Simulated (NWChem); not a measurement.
System: ZrNHCl$_{2}$; SMILES [NH]=[Zr]([Cl])[Cl]

def2 effective core potentials on Zr; no spin-orbit coupling.

Give the equilibrium geometry at PBE0/def2-SVP with def2 effective core potentials on Zr (NWChem) as a list of bonds and angles, with the point group.

point group Cs; any orientation.
Bonds (Å): Zr1–N2 1.789, Zr1–Cl4 2.384, Zr1–Cl5 2.384, N2–H3 1.017. Bond angles (°): N2–Zr1–Cl4 112.7, N2–Zr1–Cl5 112.7, Cl4–Zr1–Cl5 122.5, Zr1–N2–H3 174.3.
